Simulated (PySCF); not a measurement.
Isomers of C7H11BO2, mass 138.085 u with the commonest isotopes. Method used: PBE0-D3(BJ)/def2-SVP geometry optimisation, gas phase (PySCF). One conformer each, none proved a minimum here; rigid rotors.

Question: Order these by dipole moment, smallest first.
A. `[CH2:1]=[C:2]([CH3:3])/[CH:4]=[CH:5]\[C@H:6]1[CH2:7][O:8][BH:9][O:10]1` with C1–C2–C4–C5 179°, C4–C5–C6–C7 98°, C5–C6–C7–O8 131°, C6–C7–O8–B9 -10°, C7–O8–B9–O10 4°, O8–B9–O10–C6 4°
B. `[CH:1]#[C:2][CH2:3][C@@H:4]([CH3:5])[B:6]1[O:7][CH2:8][CH2:9][O:10]1` with C2–C3–C4–C5 61°, C3–C4–B6–O7 14°
C. `[CH:1]#[C:2][C@H:3]([CH2:4][CH:5]=[CH2:6])[CH2:7][B:8]([OH:9])[OH:10]` with C2–C3–C4–C5 174°, C3–C4–C5–C6 115°, C2–C3–C7–B8 -166°, C3–C7–B8–O9 -145°, C7–B8–O9–H -177°

Answer: A (2.56 D), B (2.90 D), C (3.21 D).

Question: Order these by rotational constant B, largest first.
A. `[CH:1]#[C:2][C@H:3]([CH2:4][CH:5]=[CH2:6])[CH2:7][B:8]([OH:9])[OH:10]` with C2–C3–C4–C5 174°, C3–C4–C5–C6 115°, C2–C3–C7–B8 -166°, C3–C7–B8–O9 -145°, C7–B8–O9–H -177°
B. `[CH2:1]=[C:2]([CH3:3])/[CH:4]=[CH:5]\[C@H:6]1[CH2:7][O:8][BH:9][O:10]1` with C1–C2–C4–C5 179°, C4–C5–C6–C7 98°, C5–C6–C7–O8 131°, C6–C7–O8–B9 -10°, C7–O8–B9–O10 4°, O8–B9–O10–C6 4°
C. `[CH2:1]=[CH:2]/[CH:3]=[CH:4]\[B:5]1[O:6][CH2:7][CH2:8][CH2:9][O:10]1` with C1–C2–C3–C4 180°, C3–C4–B5–O6 1°, C4–B5–O6–C7 180°, B5–O6–C7–C8 -28°, O6–C7–C8–C9 53°, C7–C8–C9–O10 -52°

Answer: A (911.9 MHz), C (715.2 MHz), B (655.5 MHz).

Question: Order these by radius of gyration √(Σ m r²/M), smallest first.
A. `[CH:1]#[C:2][CH2:3][C@@H:4]([CH3:5])[B:6]1[O:7][CH2:8][CH2:9][O:10]1` with C2–C3–C4–C5 61°, C3–C4–B6–O7 14°
B. `[CH:1]#[C:2][C@H:3]([CH2:4][CH:5]=[CH2:6])[CH2:7][B:8]([OH:9])[OH:10]` with C2–C3–C4–C5 174°, C3–C4–C5–C6 115°, C2–C3–C7–B8 -166°, C3–C7–B8–O9 -145°, C7–B8–O9–H -177°
C. `[CH2:1]=[C:2]([CH3:3])/[CH:4]=[CH:5]\[C@H:6]1[CH2:7][O:8][BH:9][O:10]1` with C1–C2–C4–C5 179°, C4–C5–C6–C7 98°, C5–C6–C7–O8 131°, C6–C7–O8–B9 -10°, C7–O8–B9–O10 4°, O8–B9–O10–C6 4°

Answer: B (2.369 Å), C (2.504 Å), A (2.533 Å).

```csv
SMILES,point group,Ia (u·Å²),Ib (u·Å²),Ic (u·Å²),κ,μa (D),μb (D),μc (D)
C#C[C@H](CC=C)CB(O)O,C1,286.09,554.19,709.00,-0.62,3.06,0.06,0.97
C=C(C)/C=C\[C@H]1COBO1,C1,141.63,770.98,819.01,-0.97,2.31,0.96,0.56
C=C/C=C\B1OCCCO1,C1,160.11,706.65,848.24,-0.91,2.22,1.46,0.04
C#CC[C@@H](C)B1OCCO1,C1,145.74,755.74,870.83,-0.94,2.87,0.39,0.09
```
